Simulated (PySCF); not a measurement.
C7H12O2.
Structure used (PBE0-D3(BJ)/def2-SVP), in Å, numbered top down from 1:
```xyz
21
C7H12O2 angstrom
C     -2.0184   -0.8415   -0.2965
C     -0.9349   -0.1584    0.5299
C     -1.3904    1.2347    0.9549
C      0.4044   -0.0890   -0.2161
C      0.8941   -1.4369   -0.7632
C      1.5075    0.4334    0.6699
O      1.5743    0.2814    1.8661
C      2.6634    1.1767   -0.0091
O      2.6957    1.4330   -1.1805
H     -2.9784   -0.8263    0.2416
H     -1.7832   -1.8931   -0.5145
H     -2.1703   -0.3218   -1.2577
H     -0.7598   -0.7541    1.4434
H     -1.5747    1.8724    0.0741
H     -0.6466    1.7355    1.5916
H     -2.3286    1.1821    1.5277
H      0.3213    0.6049   -1.0714
H      1.8886   -1.3435   -1.2244
H      0.9553   -2.1843    0.0432
H      0.2123   -1.8145   -1.5372
H      3.4710    1.4667    0.7095
```

Theory: PBE0-D3(BJ)/def2-SVP geometry optimisation, gas phase (PySCF 2.14.0).

Take the most abundant isotopes and a rigid rotor. The values belong to one conformer with, in the numbering `[CH3:1][CH:2]([CH3:3])[C@H:4]([CH3:5])[C:6](=[O:7])[CH:8]=[O:9]`, C1–C2–C4–C5 -52°, C2–C4–C6–O7 31°, C4–C6–C8–O9 5°.

Task: What are A, B and C (MHz)?

Result: Ia = 212.23, Ib = 465.36, Ic = 523.52 u·Å²; 505379 MHz·u·Å²/I gives A = 2381, B = 1086, C = 965.3 MHz.

Task: What kind of rotor is it?

Result: An asymmetric top; Ray's κ = -0.830.

Task: What does the inertial defect say?

Result: Not planar: Δ = Ic − Ia − Ib = -154.07 u·Å². For a rigid frame Δ = −2 Σ m c², so Σ m c² = 77.04 u·Å² lies off the ab plane: 13.24 from hydrogen and 63.79 from heavier atoms. The atom farthest from that plane is 1.93 Å away.

Task: Where do the levels up to J = 5 lie, in MHz?

Result: Above 0(0,0):
J = 1: 1(0,1) 2051, 1(1,1) 3347, 1(1,0) 3467
J = 2: 2(0,2) 6146, 2(1,2) 7329, 2(1,1) 7691, 2(2,1) 11576, 2(2,0) 11584
J = 3: 3(0,3) 12268, 3(1,3) 13297, 3(1,2) 14020, 3(2,2) 17730, 3(2,1) 17770, 3(3,1) 24513, 3(3,0) 24513
J = 4: 4(0,4) 20395, 4(1,4) 21246, 4(1,3) 22450, 4(2,3) 25929, 4(2,2) 26048, 4(3,2) 32734, 4(3,1) 32736, 4(4,1) 42209, 4(4,0) 42209
J = 5: 5(0,5) 30501, 5(1,5) 31169, 5(1,4) 32969, 5(2,4) 36168, 5(2,3) 36438, 5(3,3) 43015, 5(3,2) 43024, 5(4,2) 52484, 5(4,1) 52484, 5(5,1) 64667, 5(5,0) 64667
Those of J = 1 are B + C, A + C and A + B.

Task: Predict some low-J microwave lines.

Result: The dipole components are |μa| = 0.96 D, |μb| = 0.65 D, |μc| = 0.03 D. Intensities carry the squares of the components, which stand as 1.00 : 0.46 : 0.00 (a : b : c). Some lines, for components of 0.1 D or more:

| type | branch | J(Ka,Kc) | MHz | lower level (cm⁻¹) |
| --- | --- | --- | --- | --- |
| b | R | 5(3,2) ← 4(4,1) | 815 | 1.408 |
| b | Q | 2(1,1) ← 2(0,2) | 1545 | 0.205 |
| b | Q | 3(1,2) ← 3(0,3) | 1752 | 0.409 |
| a | R | 1(0,1) ← 0(0,0) | 2051 | 0.000 |
| b | Q | 4(1,3) ← 4(0,4) | 2055 | 0.680 |
| b | Q | 3(2,1) ← 3(1,2) | 3750 | 0.468 |
| a | R | 2(1,2) ← 1(1,1) | 3982 | 0.112 |
| b | R | 3(0,3) ← 2(1,2) | 4939 | 0.244 |
| b | Q | 5(2,4) ← 5(1,5) | 4999 | 1.040 |
| a | R | 3(1,3) ← 2(1,2) | 5968 | 0.244 |
| a | R | 3(0,3) ← 2(0,2) | 6122 | 0.205 |
| a | R | 3(2,2) ← 2(2,1) | 6154 | 0.386 |
| b | Q | 3(3,1) ← 3(2,2) | 6783 | 0.591 |
| b | R | 3(1,3) ← 2(0,2) | 7151 | 0.205 |
| a | R | 4(0,4) ← 3(0,3) | 8127 | 0.409 |
| a | R | 4(2,2) ← 3(2,1) | 8277 | 0.593 |
| b | Q | 4(4,0) ← 4(3,1) | 9473 | 1.092 |
| b | Q | 4(4,1) ← 4(3,2) | 9475 | 1.092 |
| a | R | 5(4,2) ← 4(4,1) | 10275 | 1.408 |
| a | R | 5(3,3) ← 4(3,2) | 10281 | 1.092 |
| a | R | 5(1,4) ← 4(1,3) | 10519 | 0.749 |
| b | Q | 5(5,1) ← 5(4,2) | 12184 | 1.751 |
| b | R | 5(3,3) ← 4(2,2) | 16967 | 0.869 |
| b | R | 5(3,2) ← 4(2,3) | 17094 | 0.865 |
| b | R | 5(5,1) ← 4(4,0) | 22458 | 1.408 |
| b | R | 5(5,0) ← 4(4,1) | 22458 | 1.408 |

Task: Estimate the classical rotational partition function at 10 K, 25 K and 50 K.

Result: Point group C1, symmetry number σ = 1; q = (√π/σ)·√((kT/h)³/(ABC)), k/h = 20836.6 MHz/K: 3370 at 10 K, 13300 at 25 K, 37700 at 50 K.

Whether it is a minimum is left open (no frequencies). Constants of a rigid frame at the computed geometry: no zero-point averaging, no centrifugal distortion. A rigid rotor knows nothing of internal rotation, which can split or shift real lines.
